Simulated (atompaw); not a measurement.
## Sm (Z = 62): PAW (atompaw) pseudisation with PBE, scalar-relativistic reference atom.

- Element: Sm
- Generator: atompaw 4.2.0.5
- Type: PAW
- Functional: PBE
- Relativity: scalar-relativistic
- Frozen core: [Kr] 4d10
- Valence charge: 16
- Reference configuration: 4f6 5s2 5p6 5d0 6s1.5 6p0 (charge +0.5)
- Partial waves: 5s (bound); 6s (bound); 5p (bound); 6p (bound, empty); 5d (bound, empty); 5d channel at 1.75 Ry; 4f (bound); 4f channel at 1 Ry
- Local potential: vpsmatchnc scheme with l = 4 at 0 Ry, radius 2.15 bohr
- Core correction: smooth core density matched at 1.70 bohr
- Augmentation charge: sinc compensation charge, radius 2.75 bohr; PAW radius 3.00 bohr; waves and projectors: bloechl

All-electron outer shells of the reference configuration (PBE, scalar-relativistic, ld1.x):

```
shell  level (eV)  outermost node (bohr)  outermost maximum (bohr)
   4p     -250.36                   0.30                      0.56
   4d     -131.69                   0.28                      0.59
   5s      -46.20                   0.69                      1.27
   5p      -26.16                   0.73                      1.43
   6s       -5.92                   1.70                      3.57
   4f       -5.37                      –                      0.61
   5d       -4.31                   0.84                      2.14
   6p       -3.17                   2.04                      4.64
```

Question: Does the generator finish with these settings?

Answer: Yes, a potential is produced.

Question: Estimate the cutoffs (Ry, on a coarse ladder) from which the occupation-weighted sum of valence levels, in a spherical-Bessel basis at the reference potential, stays within 10 and 1 mRy of its value at 400 Ry.

Answer: 70 Ry and 90 Ry.

Question: Does the potential have ghost states?

Answer: Ghost state, extra bound levels that the all-electron valence spectrum of the same l lacks: s at -8.3 eV. A true bound ghost makes a file unfit for plane-wave use.

Question: Is the overlap operator S = 1 + Σ q|β⟩⟨β| positive definite (Bessel basis up to 400 Ry)?

Answer: Yes: its lowest eigenvalue is 0.04 (s channel).
